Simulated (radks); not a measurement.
Task: Species: the hafnium ion Hf29+. Configuration: [Kr] 4d7 (the NIST ground configuration). Method: non-relativistic Kohn-Sham, LB94 model potential, spin-polarised, spherical densities, point nucleus; open shells are filled with parallel spins first (spin-orbit coupling, left out, can overturn this in heavy ions); relativity is left out, which matters for an element this heavy; computed with a radial shooting solver on a logarithmic mesh with Libxc functionals. Some entries of the table are withheld. Estimate them.

orbital  occ.  eigenvalue (eV)  <r> (bohr)  <r^2> (bohr^2)
1s down     1        -61443.66     0.02103       0.0005907
1s up       1        -61443.52     0.02103       0.0005907
2s up       1        -10943.66     0.08893        0.009269
2s down     1        -10942.46     0.08892        0.009267
2p up       3        -10526.51     0.07523        0.006857
2p down     3        -10525.91     0.07522        0.006855
3s up       1        -3298.817      0.2249         0.05752
3s down     1        -3298.788      0.2249         0.05754
3p up       3        -3107.463      0.2148         0.05321
3p down     3        -3106.969      0.2149         0.05324
3d up       5        -2751.044      0.1886         0.04147
3d down     5        -2749.461      0.1887         0.04151
4s up       1        -1382.033      0.4672          0.2447
4s down     1        -1377.358      0.4670          0.2446
4p up       3        -1300.318      0.4669             (1)
4p down     3        -1295.729      0.4667             (2)
4d up       5              (3)      0.4612          0.2430
4d down     2              (4)      0.4607          0.2426
5s up       0        -763.2415      0.8207          0.7509
5s down     0        -760.9536      0.8220          0.7533
5p up       0        -725.7826      0.8324             (5)
5p down     0        -723.6005      0.8338             (6)

Result: 
(1) 4p up <r^2> (bohr^2): 0.2460
(2) 4p down <r^2> (bohr^2): 0.2459
(3) 4d up eigenvalue (eV): -1153.453
(4) 4d down eigenvalue (eV): -1149.296
(5) 5p up <r^2> (bohr^2): 0.7755
(6) 5p down <r^2> (bohr^2): 0.7781
